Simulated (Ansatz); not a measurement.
```yaml
crystal:
  periodic: [false, false, false]
  atoms:
    - {symbol: Si, position_ang: [-0.461756, -0.208125, -0.371811]}
    - {symbol: C, position_ang: [-0.673808, -0.016623, 1.452743]}
    - {symbol: C, position_ang: [-1.649511, 0.744466, 1.974671]}
    - {symbol: H, position_ang: [0.017634, -0.529798, 2.136638]}
    - {symbol: H, position_ang: [-2.363000, 1.275323, 1.333161]}
    - {symbol: H, position_ang: [-1.780161, 0.866712, 3.056734]}
    - {symbol: C, position_ang: [1.191691, 0.260504, -1.046362]}
    - {symbol: C, position_ang: [1.949887, -0.613344, -1.728404]}
    - {symbol: H, position_ang: [1.577847, 1.276605, -0.880906]}
    - {symbol: h, position_ang: [1.607372, -1.637433, -1.918842]}
    - {symbol: H, position_ang: [2.936191, -0.345461, -2.126372]}
    - {symbol: F, position_ang: [-1.631674, 0.676357, -1.068235]}
    - {symbol: F, position_ang: [-0.720722, -1.749172, -0.813027]}
basis:
  gaussian: {orbitals: pcseg-2, fitting: {mean_field: def2-universal-jkfit}}
hamiltonian: {xc: {name: wB97X-V}}
scf: {omitted_lower_state_checks: [starts]}
```

```sh
$ ansatz run in.yaml --threads 4 --pin off --events-out ev --progress --plain --max-ram 4787MiB
```

Shortened log:

```
Error: YAML parse error: error: line 13 column 16: `h` is not an element symbol (H … Og, case-exact)
11 |     - {symbol: C, position_ang: [1.949887, -0.613344, -1.728404]}
12 |     - {symbol: H, position_ang: [1.577847, 1.276605, -0.880906]}
13 |     - {symbol: h, position_ang: [1.607372, -1.637433, -1.918842]}
14 |     - {symbol: H, position_ang: [2.936191, -0.345461, -2.126372]}
15 |     - {symbol: F, position_ang: [-1.631674, 0.676357, -1.068235]}
```

(1) What is wrong with this run?

Answers

(1) An element symbol is wrong. The input was rejected before any iteration.
